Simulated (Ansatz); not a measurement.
Q: Name a neutral molecule of C, Si and H with HOMO–LUMO gap (PBE/def2-TZVPP) between 6.60 and 6.90 eV and HOMO–LUMO gap (B3LYP/def2-TZVPP) between 8.25 and 8.55 eV (Ansatz, PBE0-D4/def2-TZVP geometry).

A: `CC(C)C[SiH2]CC(C)C` (6.78 eV, 8.35 eV); `CC(C)[SiH3]` (6.77 eV, 8.38 eV). Other molecules can fit too; these were computed, each in one conformer that needn't be the lowest.

B3LYP here is the variant with VWN-RPA as its local correlation; programs differ in this.
